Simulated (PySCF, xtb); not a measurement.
C₄H₅F, SMILES FC(C)=C=C.

GFN2-xTB (xtb) at its own geometry gives an orbital gap of 4.62 eV and a dipole moment of 2.42 D.

The structure is a stationary point at PBE0-D3(BJ)/def2-SVP.

What does PBE/def2-TZVP (PySCF) give? (The exact figures need the calculation; the answer reports its results.)

gap 4.42 eV (levels -5.82 and -1.40 eV), dipole 1.54 D.
